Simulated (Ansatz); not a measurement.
Job for Ansatz (a program for electronic structure): R-CCSD(T)/cc-pV(T+d)Z on CH5AlO2 (SMILES C[O][AlH][OH]). Files ending in .json are basis or fitting sets from the Basis Set Exchange.

Ansatz 0.2 input:
```yaml
crystal:
  periodic: [false, false, false]
  atoms:
    - {symbol: C, position_ang: [1.36937672, -0.46409548, 0.38404755]}
    - {symbol: O, position_ang: [0.55279948, 0.65792661, 0.16876901]}
    - {symbol: Al, position_ang: [-1.03575161, 0.99423590, -0.27995701]}
    - {symbol: O, position_ang: [-2.18045186, -0.20940763, -0.62688312]}
    - {symbol: H, position_ang: [2.22798985, -0.43781823, -0.29285129]}
    - {symbol: H, position_ang: [1.74642685, -0.46122673, 1.41064388]}
    - {symbol: H, position_ang: [0.83711023, -1.40870907, 0.22061776]}
    - {symbol: H, position_ang: [-1.48015069, 2.48459412, -0.38273769]}
    - {symbol: H, position_ang: [-2.03734897, -1.15549948, -0.60164909]}
basis:
  gaussian:
    orbitals: cc-pV_T+d_Z.json
magnetization: {spin_polarized: false}
correlation: {method: ccsd_t, electrons: outside_noble_gas}
scf: {lower_state_search: off}
```

Program output:

```
WARN ansatz: RAYON_NUM_THREADS=1 ignored (pool sized by the plan → 1); use --threads N
Functional definition: HF
these checks for a lower state are left out or cut short: stability, starts, cluster_reference, orbital_swaps, neighbouring_geometries, increment
integrals: 0.79 GiB planned
1157 factors; integrals over basis functions are off by at most 1.3e-3 eV
mean field: 0.55 GiB planned
mean field evaluation 1: about -11766.9844 eV, gradient 5.1e1 eV
mean field evaluation 2: about -11767.1196 eV, gradient 5.1e1 eV
mean field evaluation 4: about -11771.8842 eV, gradient 3.1e0 eV
mean field evaluation 8: about -11771.9329 eV, gradient 2.2e-1 eV
mean field -11771.93306453 eV, -432.6105608186 hartree, gradient 1.7e-6 eV, S^2 0.000000; 0 other end points of the search recorded, 0 dependent functions left out
8 core orbitals not correlated
reference -11771.93306453 eV, -432.6105608186 hartree; 12, 12 occupied and 179, 179 virtual orbitals, 1157 factors
second order -20.06406374 eV of doubles, -0.00000000 eV of singles
coupled cluster: 1.16 GiB planned
cycle   1  -20.12669143 eV  change   -6.3e-2 eV  update   9.6e-2
cycle   2  -20.59928126 eV  change   -4.7e-1 eV  update   2.8e-2
cycle   3  -20.71953430 eV  change   -1.2e-1 eV  update   1.5e-2
cycle   4  -20.70496526 eV  change    1.5e-2 eV  update   3.6e-3
cycle   5  -20.70423860 eV  change    7.3e-4 eV  update   1.8e-3
cycle   6  -20.70517803 eV  change   -9.4e-4 eV  update   5.0e-4
cycle   7  -20.70483791 eV  change    3.4e-4 eV  update   1.9e-4
cycle   8  -20.70476209 eV  change    7.6e-5 eV  update   4.8e-5
cycle   9  -20.70477626 eV  change   -1.4e-5 eV  update   1.7e-5
perturbative correction -0.71887632 eV, -0.0264182175 hartree
Total energy: -11793.35671710 eV, -433.3978655293 hartree
Checks for a lower state left out: stability, starts, cluster_reference, orbital_swaps, neighbouring_geometries, increment
```

Self-consistency was reached.

Cost: roughly 2.4 core-minutes.
